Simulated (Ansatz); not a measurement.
Total energies of `B[O][AlH][BH2]`.

Cartesian coordinates in Å:
```
B 2.0180 -0.2753 0.9327
O 0.7228 -0.0466 0.7267
Al -0.9219 0.2428 0.4486
B -1.6021 0.1093 -1.5557
H 2.3965 -1.3963 1.1618
H 2.8002 0.6404 0.8844
H -1.7876 0.5868 1.7316
H -2.0042 -0.9136 -2.0348
H -1.6217 1.0526 -2.2955
```

Total charge 0; spin multiplicity 1. The geometry is a stationary point of PBE0-D4/def2-TZVP. It is one conformer, not always the lowest. Basis def2-TZVPP, Ansatz 0.2.0.

RPA on PBE orbitals: Hartree–Fock energy of these orbitals -369.12207 Eh, correlation -0.90521 Eh (frozen core).

```tsv
functional	energy without D4 (Eh)	D4 term (kJ/mol)
LDA (SPW92)	-368.22522	–
PBE	-370.12061	-12.7
revPBE	-370.34212	-36.6
BLYP	-370.40366	-27.5
r2SCAN	-370.33559	-3.1
B97M-V	-370.38447	–
PBE0	-370.16389	-10.8
B3LYP	-370.48603	-20.5
r2SCAN0	-370.32001	-3.7
BHLYP	-370.39141	-16.5
LC-ωPBE	-370.26768	–
ωB97X-V	-370.36685	–
B2PLYP	-370.22426	–
PBE-QIDH	-370.05927	–
```

(1) Give the same for r2SCANh, HSE06 (plane-wave form), CAM-B3LYP, ωB97M-V. (An estimate is asked.)

B3LYP takes the VWN-RPA correlation (the form of Gaussian; ORCA's B3LYP/G). HSE06 is the plane-wave form, built on full-range PBE exchange. The double hybrids freeze the cores in their second-order part.

Answers

(1) Computed: 
```csv
functional,energy without D4 (Eh),D4 term (kJ/mol)
r2SCANh,-370.32903,-3.4
HSE06 (plane-wave form),-370.15000,-10.1
CAM-B3LYP,-370.39142,-11.0
ωB97M-V,-370.36600,–
```

LC-ωPBE has ω = 0.4 bohr⁻¹.
